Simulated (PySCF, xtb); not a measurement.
FH8NOSi3, SMILES [SiH3]N[SiH](F)O[SiH3]. Other conformers were not sampled.

Harmonic wavenumbers (cm⁻¹) from GFN2-xTB in xtb at its own minimum, in rising order: 17, 34, 44, 63, 83, 121, 210, 251, 270, 315, 556, 576, 593, 600, 625, 657, 709, 741, 754, 764, 780, 792, 808, 813, 852, 1004, 1113, 1193, 2216, 2246, 2249, 2270, 2281, 2283, 2395, 3501.

Problem. What does B3LYP-D3(BJ)/def2-SVP run with PySCF give at its own minimum? (An estimate is asked for; the answer gives what the named calculation found.)

Solution. 27, 52, 63, 82, 94, 122, 240, 322, 350, 439, 598, 650, 719, 732, 743, 751, 832, 876, 913, 940, 946, 958, 961, 969, 1000, 1013, 1084, 1183, 2224, 2226, 2229, 2232, 2235, 2256, 2315, 3592. Paired by order, the mean absolute difference is 76 cm⁻¹ and the zero-point energies are 49.7 and 52.8 kcal/mol.
